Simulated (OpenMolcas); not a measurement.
Computed transition rates of neutral carbon

| Quantity | Value |
| --- | --- |
| Program | OpenMolcas |
| Method | SS-CASPT2, IPEA 0.25 Eh, imaginary shift 0.1 Eh (closed shells correlated: 1s) |
| Basis | ANO-RCC [8s8p4d3f2g] |
| Scalar Hamiltonian | DKH2, point nucleus |
| Active space | 4 electrons in 8 orbitals (2s 2p 3s 3p) |
| State averaging | 2S+1 = 3 even, 3 roots; 2S+1 = 1 even, 6 roots; 2S+1 = 5 odd, 1 root; 2S+1 = 3 odd, 8 roots; 2S+1 = 1 odd, 3 roots |
| Spin-orbit coupling | RASSI with atomic mean-field integrals over the reference wave functions, term energies averaged over their components |

Rates come from the transition moments of the reference wave functions (E1 and E2 in the length form). At fixed line strength A goes as λ^-3 for E1 and M1 and as λ^-5 for E2, so a rate at the computed wavelength can be rescaled to the measured one. Measured vacuum wavelengths follow from level energies in NIST Handbook of Basic Atomic Spectroscopic Data. Branching counts decays inside the model space alone, at computed energies, and the table is only a selection of the E2 and M1 lines, drawn from those between levels with measured partners whose computed energy lies within a factor of 1.5 of the measured one.

```tsv
Upper	Lower	Type	λ computed (nm)	λ measured (nm)	A computed (s-1)	A rescaled (s-1)	Branching %
2s² 2p² ¹S₀	2s² 2p² ¹D₂	E2	957.6	873	4.24e-01	6.73e-01	99.6
2s² 2p² ¹D₂	2s² 2p² ³P₂	M1	993.6	985.3	1.66e-04		74.4
2s² 2p² ¹D₂	2s² 2p² ³P₁	M1	990.8	982.7	5.57e-05		25.0
```

Spin-changing lines and M1 lines between different terms are not rescaled, since their strength hangs on the term gaps too.

The largest correction is for 2s² 2p² ¹S₀ → 2s² 2p² ¹D₂ (E2): 4.24e-01 × (957.6 / 873)^5 = 6.73e-01 s-1, a factor of 1.59.

The computed rate and branching of 2s² 2p² ¹S₀ → 2s² 2p² ¹D₂ give the upper level a radiative lifetime of 0.996 / 4.24e-01 s-1 = 2.35e+00 s, counting decays inside the model space alone. The rescaled rate gives about 1.5e+00 s.

No measured rate stands beside these. Rescaling mends the energy factor alone: line strengths can still be far off where a level mixes with configurations outside the active space, and weak or spin-changing lines hang on small mixing coefficients that depend on the term gaps too, so rescaling need not improve them.

CASPT2 breaks the degeneracy within a term, and the mean is taken; among the terms shown or strongly mixed into the levels shown the widest spread is 45 cm-1 (2s² 2p² ¹D). Over all roots computed the reference weight is 0.94 to 0.99; the roots of lowest weight are the least certain, and an intruder state may touch them. The run also gave levels led by 2s² 2p 3s, which use shells meant for correlation; these and all levels above them are left out. Computed and measured levels are paired by configuration, term and J; levels that our copy of the source lacks, or whose pairing is in doubt (as where it misses far off the trend of its configuration), stay unpaired. Only configurations of the active space appear.
